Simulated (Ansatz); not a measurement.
Computed with Ansatz on PBE0-D4/def2-TZVP structures; ΔE is electronic, products minus reactants. CBS: MP2 limit from def2 TZ/QZ plus the TZ coupled-cluster correction, frozen cores. DFT in def2-TZVPP. Each species was taken in one conformer, which may not be the lowest.

Consider the formal exchange of groups at a C–O bond: `C#COC(C)O` + `C[CH2][AlH2]` → `C#[C][AlH][CH2]C` + `CC(O)O`.

CCSD(T)/CBS gives -39.9 kcal/mol.

(1) Another level gave -36.4 kcal/mol. Which?
A. r2SCAN/def2-TZVPP
B. B2PLYP/def2-TZVPP
C. CCSD(T)/def2-TZVPP
D. MP2/def2-TZVPP

Largest T1 diagnostic among the species: 0.012.

Answers

(1) A. r2SCAN -36.4, MP2/def2-TZVPP -40.0, CCSD(T)/def2-TZVPP -39.0, B2PLYP -37.5 kcal/mol.

From PBE to PBE0 (25 % exact exchange), in def2-TZVPP and without D4, ΔE moves by −1.2 kcal/mol. In def2-TZVPP, CCSD(T) changes the Hartree–Fock value by −1.5 kcal/mol (the triples alone add +0.1 kcal/mol) and MP2 by −2.5 kcal/mol.
